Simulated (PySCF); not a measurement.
PySCF input (TPSSh/def2-TZVPD):

```python
from pyscf import gto, scf, dft

mol = gto.M(
    atom='''
    F    -0.74143882    1.58853447   -0.55811765
    C    -0.56626138    0.49865564    0.17848557
    Cl   -1.87716133   -0.61117148    0.06719502
    Br    1.19949315   -0.19710940    0.08028086
    ''',
    basis='def2-tzvpd',
    charge=0,
    spin=1,
    verbose=4,
)

mf = dft.UKS(mol, xc='tpssh').density_fit(auxbasis='def2-universal-jkfit')
mf.grids.level = 3
mf.conv_tol = 1e-9
mf.max_cycle = 100
mf.max_memory = 1500
mf.kernel()
if not mf.converged:
    mf = mf.newton()
    mf.kernel(mf.make_rdm1())
for _ in range(2):
    mo, _, stable, _ = mf.stability(return_status=True)
    if stable:
        break
    mf.kernel(mf.make_rdm1(mo, mf.mo_occ))
mf.analyze()
```

End of the output:

```
Extra cycle  E= -3172.23834478322  delta_E= 1.39e-10  |g|= 2.08e-05  |ddm|= 2.38e-05
converged SCF energy = -3172.23834478322  <S^2> = 0.75426146  2S+1 = 2.0042569
uhf_internal: lowest eigs of H = [0.25474182 0.31199105 0.33663281]
<class 'pyscf.df.df_jk.DFUKS'> wavefunction is stable in the internal stability analysis
**** SCF Summaries ****
Total Energy =                       -3172.238344783222601
Nuclear Repulsion Energy =             305.928729998914662
One-electron Energy =                -5016.677235312457015
Two-electron Energy =                 1538.510160530320036
Two-electron Coulomb Energy =         1673.850124778682812
DFT Exchange-Correlation Energy =     -135.339964248362804
HOMO-LUMO gap [eV] =                     3.136860779711154
**** MO energy ****
                             alpha | beta                alpha | beta
MO #1   energy= -482.591652339204  | -482.591335015453  occ= 1 | 1
MO #2   energy= -101.41930175014   | -101.418434882352  occ= 1 | 1
MO #3   energy= -62.304947991662   | -62.304803819848   occ= 1 | 1
MO #4   energy= -56.0919089280345  | -56.0915675123389  occ= 1 | 1
MO #5   energy= -56.0879850072779  | -56.0875603090062  occ= 1 | 1
MO #6   energy= -56.0875673984864  | -56.0874550982315  occ= 1 | 1
MO #7   energy= -24.6650515258074  | -24.6617016242878  occ= 1 | 1
MO #8   energy= -10.3150699958328  | -10.299729611134   occ= 1 | 1
MO #9   energy= -9.42031503603814  | -9.41956719558394  occ= 1 | 1
MO #10  energy= -8.6515875510992   | -8.65110872077066  occ= 1 | 1
MO #11  energy= -7.16873181222285  | -7.16776290802474  occ= 1 | 1
MO #12  energy= -7.15979254779868  | -7.15795194264293  occ= 1 | 1
MO #13  energy= -7.15838906521184  | -7.1578267911698   occ= 1 | 1
MO #14  energy= -6.47413407207812  | -6.47351596140999  occ= 1 | 1
MO #15  energy= -6.46201802519018  | -6.46120898281897  occ= 1 | 1
MO #16  energy= -6.4609439855569   | -6.46070703269369  occ= 1 | 1
MO #17  energy= -2.59729752438697  | -2.59665558812949  occ= 1 | 1
MO #18  energy= -2.59422083882274  | -2.59335759871621  occ= 1 | 1
MO #19  energy= -2.59344507237256  | -2.59301105935808  occ= 1 | 1
MO #20  energy= -2.584042092491    | -2.58347619178816  occ= 1 | 1
MO #21  energy= -2.58402136268781  | -2.58346687962692  occ= 1 | 1
MO #22  energy= -1.26015826012514  | -1.25338280226703  occ= 1 | 1
MO #23  energy= -0.886603425241411 | -0.878251945859212 occ= 1 | 1
MO #24  energy= -0.80114501003964  | -0.795613563626198 occ= 1 | 1
MO #25  energy= -0.64625229897625  | -0.631134864409461 occ= 1 | 1
MO #26  energy= -0.526132791074161 | -0.516597660985814 occ= 1 | 1
MO #27  energy= -0.511628491620666 | -0.504837967514321 occ= 1 | 1
MO #28  energy= -0.506937834117668 | -0.47608370272329  occ= 1 | 1
MO #29  energy= -0.397428170793639 | -0.391987868150035 occ= 1 | 1
MO #30  energy= -0.37753745883657  | -0.359276833246085 occ= 1 | 1
MO #31  energy= -0.348868083201113 | -0.346652443442686 occ= 1 | 1
MO #32  energy= -0.320213451949525 | -0.312296540164008 occ= 1 | 1
MO #33  energy= -0.305462905462554 | -0.303504980166617 occ= 1 | 1
MO #34  energy= -0.230646181910409 | -0.115368673539258 occ= 1 | 0
MO #35  energy= -0.0633637935024254 | -0.0503458045375353 occ= 0 | 0
MO #36  energy= 0.00140599704662223 | 0.00962445729831724 occ= 0 | 0
MO #37  energy= 0.00649979861190468 | 0.011053389404196  occ= 0 | 0
MO #38  energy= 0.0292392995253408 | 0.0331921641134087 occ= 0 | 0
MO #39  energy= 0.0313388821179327 | 0.0347473212626783 occ= 0 | 0
MO #40  energy= 0.0350768248096605 | 0.037794379829015  occ= 0 | 0
MO #41  energy= 0.0517377953105669 | 0.0572075514592019 occ= 0 | 0
MO #42  energy= 0.0623673301269456 | 0.0645027056216247 occ= 0 | 0
MO #43  energy= 0.0700357832392228 | 0.075002800633676  occ= 0 | 0
MO #44  energy= 0.0754434309798806 | 0.0811341111484592 occ= 0 | 0
MO #45  energy= 0.0919166082018771 | 0.0956749566087389 occ= 0 | 0
MO #46  energy= 0.101700672527366  | 0.105947158317538  occ= 0 | 0
MO #47  energy= 0.114438265797726  | 0.116510046348409  occ= 0 | 0
MO #48  energy= 0.127416206921089  | 0.132604948291163  occ= 0 | 0
MO #49  energy= 0.144505604255484  | 0.147316466328616  occ= 0 | 0
MO #50  energy= 0.149972333149699  | 0.153294360814513  occ= 0 | 0
MO #51  energy= 0.160173434338079  | 0.16343859562125   occ= 0 | 0
MO #52  energy= 0.182819160387358  | 0.186666875493233  occ= 0 | 0
MO #53  energy= 0.192908606378168  | 0.196777656309699  occ= 0 | 0
MO #54  energy= 0.202405948672432  | 0.208432768625197  occ= 0 | 0
MO #55  energy= 0.206967673345097  | 0.210790307768475  occ= 0 | 0
MO #56  energy= 0.216755252552431  | 0.219237998273599  occ= 0 | 0
MO #57  energy= 0.239665991167193  | 0.244322291919105  occ= 0 | 0
MO #58  energy= 0.258560433448747  | 0.262127677795527  occ= 0 | 0
MO #59  energy= 0.264139049950309  | 0.270798387645173  occ= 0 | 0
MO #60  energy= 0.267332594632239  | 0.273489344407269  occ= 0 | 0
MO #61  energy= 0.299326904090216  | 0.304287193700175  occ= 0 | 0
MO #62  energy= 0.314552092709184  | 0.322198038969769  occ= 0 | 0
MO #63  energy= 0.318106400064112  | 0.32618247438421   occ= 0 | 0
MO #64  energy= 0.332962112750887  | 0.336238799955492  occ= 0 | 0
MO #65  energy= 0.34053306844033   | 0.349597603717346  occ= 0 | 0
MO #66  energy= 0.360428749243317  | 0.363505914344656  occ= 0 | 0
MO #67  energy= 0.386097995265462  | 0.394411057848744  occ= 0 | 0
MO #68  energy= 0.405279875567301  | 0.411348792269373  occ= 0 | 0
MO #69  energy= 0.423625422227294  | 0.429544887834928  occ= 0 | 0
MO #70  energy= 0.428119242412688  | 0.434319912083989  occ= 0 | 0
MO #71  energy= 0.436403305535833  | 0.441812806798267  occ= 0 | 0
MO #72  energy= 0.461415147485448  | 0.464615192873314  occ= 0 | 0
MO #73  energy= 0.477297742226456  | 0.480740554427439  occ= 0 | 0
MO #74  energy= 0.492839410625819  | 0.495846749490912  occ= 0 | 0
MO #75  energy= 0.51461790589269   | 0.518813150460191  occ= 0 | 0
MO #76  energy= 0.527180735217348  | 0.533135223885782  occ= 0 | 0
MO #77  energy= 0.545222757697996  | 0.549317106921887  occ= 0 | 0
MO #78  energy= 0.553148005289142  | 0.558565578869115  occ= 0 | 0
MO #79  energy= 0.561642032795547  | 0.566013078410616  occ= 0 | 0
MO #80  energy= 0.57130560308184   | 0.573784520599786  occ= 0 | 0
MO #81  energy= 0.587680608256742  | 0.594975324317733  occ= 0 | 0
MO #82  energy= 0.593700175356183  | 0.600021557153928  occ= 0 | 0
MO #83  energy= 0.621299694149987  | 0.627491913408062  occ= 0 | 0
MO #84  energy= 0.640147233909042  | 0.644841635280294  occ= 0 | 0
MO #85  energy= 0.649372777169935  | 0.655638712085356  occ= 0 | 0
MO #86  energy= 0.710442700273534  | 0.71418129483034   occ= 0 | 0
MO #87  energy= 0.732861106206752  | 0.737723528903701  occ= 0 | 0
MO #88  energy= 0.770697133748064  | 0.77404151461146   occ= 0 | 0
MO #89  energy= 0.781692514198917  | 0.787662033380194  occ= 0 | 0
MO #90  energy= 0.808643747613534  | 0.812937013712809  occ= 0 | 0
MO #91  energy= 0.882008209879682  | 0.896110297966977  occ= 0 | 0
MO #92  energy= 0.922991932692807  | 0.938184765750571  occ= 0 | 0
MO #93  energy= 0.976500191033547  | 0.99625407368477   occ= 0 | 0
MO #94  energy= 1.00824391731574   | 1.02028679622556   occ= 0 | 0
MO #95  energy= 1.01754896166927   | 1.03133147122932   occ= 0 | 0
MO #96  energy= 1.07097124506098   | 1.08554484306804   occ= 0 | 0
MO #97  energy= 1.1176320682837    | 1.12893483248584   occ= 0 | 0
MO #98  energy= 1.18896421985504   | 1.19646982043024   occ= 0 | 0
MO #99  energy= 1.22023511459585   | 1.22495121996082   occ= 0 | 0
MO #100 energy= 1.24665177169914   | 1.24979819579288   occ= 0 | 0
MO #101 energy= 1.32815774987886   | 1.33167835546995   occ= 0 | 0
MO #102 energy= 1.43358635702048   | 1.44461399394559   occ= 0 | 0
MO #103 energy= 1.45218853051738   | 1.46811634559869   occ= 0 | 0
MO #104 energy= 1.47269373341637   | 1.47628042103409   occ= 0 | 0
[...]
```

It need not be the lowest isomer of its formula.
